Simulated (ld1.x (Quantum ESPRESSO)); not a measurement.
boron (B): one change to a TM potential, before and after

ld1.x (Quantum ESPRESSO) 7.5 input, shortened:

```
&input
   title='B', zed=5., rel=0, dft='PBE', iswitch=3,
   config='[He] 2s2 2p1 3d-2'
 /
 &inputp
   pseudotype=2, tm=.true., lloc=-2, rcloc=1.45,
   nlcc=.false.
 /
3
2S  1  0   2.00   0.00  1.20  1.20  0.0
2P  2  1   1.00   0.00  2.40  2.40  0.0
3D  3  2  -2.00   0.35  2.40  2.40  0.0
 &test
   configts(1)='2s2 2p1'
 /
```

All-electron outer shells of the reference configuration (PBE, non-relativistic, ld1.x):

```
shell  level (eV)  outermost node (bohr)  outermost maximum (bohr)
   2s       -9.44                   0.46                      1.52
   2p       -3.61                      –                      1.57
```

Change: wave 2s (bound): rc 1.20 bohr becomes 2s (bound): rc 1.66 bohr.

Cutoffs: the cutoffs (Ry, on a coarse ladder) from which the occupation-weighted sum of valence levels, in a spherical-Bessel basis at the reference potential, stays within 10 and 1 mRy of its value at 400 Ry; they do not see the model core or the augmentation charge, which bear on the density cutoff. Errors are all-electron minus pseudo energies relative to the spin-unpolarised reference configuration.

Q: Predict the effect on cutoff, ghosts and configuration errors.

A: The potential gets softer (21 Ry and 55 Ry → 18 Ry and 40 Ry); of the 7 tests that both files solve, the error grows in 1 and shrinks in 1 by more than 15 % and 0.3 meV (median size 13.8 → 7.7 meV); neither file shows a bound ghost. A larger radius leaves more room for a smooth pseudo-wave, so fewer plane waves are needed.

| quantity | base | changed |
| --- | --- | --- |
| cutoff, loose | 21 Ry | 18 Ry |
| cutoff, tight | 55 Ry | 40 Ry |
| loose cutoff by channel (10 mRy a level) | s 18 Ry, p 15 Ry | s 15 Ry, p 15 Ry |
| bound ghosts | none | none |
| error for 2s2 2p0, meV [ΔE 8.22 eV] | +41 | +45 |
| error for 2s1 2p0, meV [ΔE 33.64 eV] | +154 | +152 |
| error for 2s2 2p0.5, meV [ΔE 2.89 eV] | +5.2 | +5.9 |
| error for 2s1 2p1, meV [ΔE 14.36 eV] | -17 | -18 |
| error for 2s1 2p2, meV [ΔE 5.84 eV] | -1.7 | +3.4 |
| error for 2s2 2p1.3, meV [ΔE -0.74 eV] | +0.4 | +0.5 |
| error for 2s0 2p3, meV [ΔE 11.71 eV] | -14 | +7.7 |
| s: phases at 2.61 bohr within 0.05 rad from the reference energy up to (Ry; the scan ends near 5) | 2.0 | 1.8 |
| p: phases at 2.61 bohr within 0.05 rad from the reference energy up to (Ry; the scan ends near 5) | 1.7 | 1.7 |
| d: phases at 2.61 bohr within 0.05 rad from the reference energy up to (Ry; the scan ends near 5) | to the end of the scan | to the end of the scan |
